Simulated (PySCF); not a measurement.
H5NSiZn, SMILES [NH2][Zn][SiH3].

Coordinates come from a PBE0-D3(BJ)/def2-SVP optimisation. One conformer was computed; it need not be the lowest.

Level of theory: PySCF with PBE/def2-TZVPD.

Gas-phase values at a fixed geometry.

Question: Estimate the frontier levels, gap, dipole moment and polarisability. (An estimate is asked for; the answer gives what the named calculation found.)

Answer: 
| Property | Value |
|---|---|
| highest occupied level | -5.52 eV |
| lowest empty level | -1.58 eV |
| orbital gap | 3.94 eV |
| dipole moment | 0.203 e·Å |
| quadrupole, principal values (traceless, Buckingham form, about the centre of nuclear charge) | -5.52, 0.90, 4.63 D·Å |
| mean static polarisability | 73.8 bohr³ (10.93 Å³) |
| polarisability, principal values | 59.0, 61.4, 101.0 bohr³ |
